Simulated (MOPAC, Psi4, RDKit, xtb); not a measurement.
Torsional profile of H₈OSi₃, SMILES [SiH3][SiH2]O[SiH3]. Scanned: dihedral Si1–O2–Si3–Si4; all other coordinates were relaxed at B3LYP-D3(BJ)/def2-SVP. Points at φ and −φ are mirror images. Heavy atoms are numbered in the order of the SMILES [SiH3]O[SiH2][SiH3], hydrogens after them in the order of the atoms that carry them; the mirror image has the same energies with the sign of each dihedral reversed.

Levels of theory: MMFF94 // B3LYP-D3(BJ)/def2-SVP (RDKit); GFN1-xTB // B3LYP-D3(BJ)/def2-SVP (xtb); PM6, restricted, heats of formation // B3LYP-D3(BJ)/def2-SVP (MOPAC); MP2/cc-pVTZ = Psi4 with DF-MP2 (frozen core)/cc-pVTZ // B3LYP-D3(BJ)/def2-SVP.

Energies relative to the lowest point of each profile, in kJ/mol; the last columns give the difference from MP2:

| φ / ° | MMFF94 | GFN1-xTB | PM6 | MP2/cc-pVTZ | MMFF94 − MP2/cc-pVTZ | GFN1-xTB − MP2/cc-pVTZ | PM6 − MP2/cc-pVTZ |
|---|---|---|---|---|---|---|---|
| -150 | 6.1 | 1.5 | 1.4 | 0.6 | 5.5 | 0.9 | 0.8 |
| -90 | 2.0 | 1.5 | 2.7 | 0.3 | 1.8 | 1.2 | 2.4 |
| -60 | 0.0 | 0.9 | 3.2 | 0.1 | -0.1 | 0.8 | 3.1 |
| -30 | 1.5 | 0.4 | 3.6 | 0.0 | 1.5 | 0.4 | 3.6 |
| 0 | 3.8 | 0.0 | 3.8 | 0.0 | 3.8 | 0.0 | 3.8 |
| 30 | 1.5 | 0.4 | 3.6 | 0.0 | 1.5 | 0.4 | 3.6 |
| 60 | 0.0 | 0.9 | 3.2 | 0.1 | -0.1 | 0.8 | 3.1 |
| 90 | 2.0 | 1.5 | 2.7 | 0.3 | 1.8 | 1.2 | 2.4 |
| 150 | 6.1 | 1.5 | 1.4 | 0.6 | 5.5 | 0.9 | 0.8 |
| 180 | 8.5 | 0.1 | 0.0 | 0.7 | 7.8 | -0.6 | -0.7 |

MMFF94 is furthest from MP2/cc-pVTZ at 180 (7.8 kJ/mol, above); its mean absolute difference over the points is 2.9 kJ/mol.

GFN1-xTB is furthest from MP2/cc-pVTZ at -90 (1.2 kJ/mol, above); its mean absolute difference over the points is 0.7 kJ/mol.

PM6 is furthest from MP2/cc-pVTZ at 0 (3.8 kJ/mol, above); its mean absolute difference over the points is 2.4 kJ/mol.

MMFF94 has few fitted parameters for silicon.
